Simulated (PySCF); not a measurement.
Reproducing measurements on potassium chloride

**The experiment to reproduce.**

From Liu, Meijer, Perez-Rios, Phys. Chem. Chem. Phys. 22 (2020) 24191, for the gas: dipole moment 10.2688 D.

The runs below try to reproduce these values; the comparison stands at the end.

Potassium chloride, KCl.
SMILES with atom numbers: `[Cl:1][K:2]`

Geometry (PBE0-D3(BJ)/def2-SVP, Å), atoms numbered from 1 in this order:
```xyz
2
KCl angstrom
Cl     1.3524   -0.0835    0.0077
K     -1.3027   -0.0042   -0.0300
```

The PySCF runs (gas phase, on this PBE0-D3(BJ)/def2-SVP geometry; no spin–orbit coupling):

```tsv
level	job	basis functions	wall time
PBE0-D3(BJ)/def2-SVP, grid level 1	geometry optimisation from a GFN2-xTB start shaken at random	42	1.1 s
PBE0/pcSseg-1	shieldings, charges and field gradients	62	2.6 s
wB97X-D/pcSseg-2	shieldings	93	2.5 s
```

Hardware: Intel Xeon Platinum 8488C, one thread, on a shared host.

**Comparison with experiment**

**Dipole moment.** Measured: 10.2688 D (Liu, Meijer, Perez-Rios, Phys. Chem. Chem. Phys. 22 (2020) 24191).

```csv
level,computed (D),computed − measured (D),% (from the printed values)
PBE0-D3(BJ)/def2-SVP,9.605,-0.664,-6
PBE0/pcSseg-1,9.990,-0.279,-3
wB97X-D/pcSseg-2,10.339,+0.070,+1
```

Closest is wB97X-D/pcSseg-2 (+0.070 D), furthest PBE0-D3(BJ)/def2-SVP (-0.664 D); one molecule doesn't rank methods. The computed dipoles belong to one fixed geometry; measured ones are averaged over vibrations unless marked μe. Magnitudes are compared, not signs.

No measured geometry was used, and the causes of the misses weren't examined.
